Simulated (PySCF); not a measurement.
**Energy profile**

The step: BHSF₂ ([F][B]([F])[SH]) + H₂ → BHF₂ ([F][BH][F]) + H₂S; bonds formed: B1–H6, S2–H5; bonds broken: B1–S2, H5–H6 (atoms numbered as in the saddle structure below).

```csv
atom,x (Å),y (Å),z (Å)
B1,-0.6031,-0.2149,-0.0323
S2,1.1845,0.3553,-0.8858
F3,-1.1895,-1.1261,-0.8188
F4,-1.2931,0.8461,0.4065
H5,0.7320,-0.4877,0.4501
H6,-0.0863,-0.8504,1.0313
H7,1.2555,1.4779,-0.1508
```

Electronic energies by CCSD(T) at an estimated basis limit (MP2 extrapolated from triple and quadruple zeta, plus CCSD(T) − MP2 in triple zeta), on PBE0-D4/def2-TZVP structures; BH$_{3}$SF$_{2}$, closed shell; no counterpoise correction. PySCF 2.14 with density fitting (its default auxiliary sets; JK sets also for MP2 and CCSD(T)); basis: def2-TZVPP and def2-QZVPP; cores frozen in the correlated methods. Extrapolation: Hartree–Fock as exp(−7.88 √X), correlation as X^−2.97.

Task: Give the profile in kJ/mol, counted from the separated reactants. (To be estimated.)

Result: By the calculation:
| point | kJ/mol |
| --- | --- |
| separated: BHSF$_{2}$ (linked as [F][B]([F])[SH]; B1, S2, F3, F4, H7; singlet) + H$_{2}$ (H5, H6; singlet) | 0.0 |
| start structure | -2.8 |
| saddle | 170.9 |
| end structure | 26.3 |
| separated: BHF$_{2}$ (linked as [F][BH][F]; B1, F3, F4, H6; singlet) + H$_{2}$S (S2, H5, H7; singlet) | 35.9 |

No T1 diagnostic of these runs exceeds 0.014. The end structure is not quite a true minimum (one mode of 37i cm⁻¹).

For scale, one of the runs: CCSD(T)/def2-TZVPP, 177 basis functions, launched by `OMP_NUM_THREADS=4 python run.py`. Time: 100 s of wall clock on 4 CPU threads of an Intel Xeon 6975P-C; the host was shared. Peak host memory: 2 GiB.
